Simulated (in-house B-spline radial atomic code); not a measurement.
Configurations of the iodine ion I⁶⁺, with energies counted from [Kr] 4d10 5s1. Method: Dirac-Hartree-Fock, average of configuration, Fermi nucleus of rms radius 4.75 fm. Calculated with a B-spline radial code for spherical atoms. Energies include first-order Breit, QED and recoil terms.

Occupations are held fixed; configurations that lie above the ionisation limit could autoionise.

```tsv
configuration	E - E(ref) (eV)	highest orbital	its <r> (bohr)
[Kr] 4d10 (7p3/2)1	60.473	7p3/2	5.533
[Kr] 4d10 (6f7/2)1	63.808	6f7/2	5.545
[Kr] 4d10 (9g7/2)1	77.626	9g7/2	15.82
[Kr] (4d3/2)3 (4d5/2)6 5s1 (8g7/2)1	124.56	8g7/2	12.14
[Ar] 3d10 4s2 (4p1/2)1 (4p3/2)4 4d10 5s1 (6f7/2)1	207.74	6f7/2	5.411
```

Problem. Order these further configurations by energy, lowest first.
A. [Kr] 4d10 (9d5/2)1
B. [Ar] 3d10 4s2 (4p1/2)1 (4p3/2)4 4d10 5s1 (6d5/2)1
C. [Ar] 3d10 4s2 (4p1/2)1 (4p3/2)4 4d10 5s1 (6p3/2)1
D. [Ar] (3d3/2)4 (3d5/2)5 4s2 4p6 4d10 5s1 (6g9/2)1
E. [Kr] 4d10 (9f7/2)1

Solution. A (74.466 eV), E (76.629 eV), C (190.08 eV), B (198.43 eV), D (688.68 eV).

Problem. How far above the reference does [Ar] (3d3/2)4 (3d5/2)5 4s2 4p6 4d10 5s1 (8g7/2)1 lie?

Solution. 696.85 eV; its least bound orbital is 8g7/2 with <r> = 12.14 bohr.
